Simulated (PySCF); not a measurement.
GeH₅NO₂. Atoms are numbered in the order given.

```xyz
9

Ge     0.0530     0.0128     0.2747
N     -1.2813    -1.1974    -0.0401
O     -0.3346     1.6570    -0.2918
O      1.4567    -0.4368    -0.7322
H      0.3729     0.0295     1.7747
H     -1.8985    -1.3649     0.7548
H     -1.8546    -0.9918    -0.8592
H      0.2800     1.9086    -1.0000
H      1.3957    -1.3701    -0.9893
```

Geometry optimised at TPSSh-D3(BJ)/def2-SVP. This is a generated structure with no PubChem entry under its InChIKey; it may be hypothetical. Other conformers were not sampled.

Level of theory: TPSSh-D3(BJ)/def2-SVP in PySCF 2.14.0.

Frequencies are harmonic and unscaled.

Task: List the normal modes with their intensities. (The exact figures need the calculation; the answer reports its results.)

Result: 
| mode | ν (cm⁻¹) | IR (km/mol) | moving atoms (share of kinetic energy) |
|---|---|---|---|
| 1 | 49 | 14.9 | H 61 %, O 27 %, N 9 % |
| 2 | 161 | 71.9 | H 54 %, O 24 %, N 17 % |
| 3 | 210 | 41.2 | H 55 %, O 38 % |
| 4 | 243 | 10.8 | H 55 %, O 25 %, N 12 %, Ge 8 % |
| 5 | 247 | 20.5 | O 34 %, Ge 27 %, H 23 %, N 16 % |
| 6 | 301 | 103.1 | H 82 %, O 10 % |
| 7 | 525 | 148.2 | H 68 %, N 30 % |
| 8 | 685 | 42.5 | O 45 %, H 36 %, N 15 % |
| 9 | 698 | 85.8 | H 55 %, N 27 %, Ge 12 % |
| 10 | 712 | 145.5 | O 68 %, Ge 23 % |
| 11 | 723 | 42.1 | O 36 %, H 34 %, Ge 16 %, N 15 % |
| 12 | 734 | 15.1 | H 83 %, O 11 % |
| 13 | 887 | 48.5 | H 88 % |
| 14 | 902 | 103.4 | H 89 % |
| 15 | 919 | 139.4 | H 87 % |
| 16 | 1560 | 23.8 | H 91 %, N 9 % |
| 17 | 2181 | 140.6 | H 99 % |
| 18 | 3507 | 12.0 | H 96 % |
| 19 | 3603 | 17.8 | H 92 %, N 8 % |
| 20 | 3789 | 66.0 | H 94 % |
| 21 | 3797 | 58.5 | H 94 % |
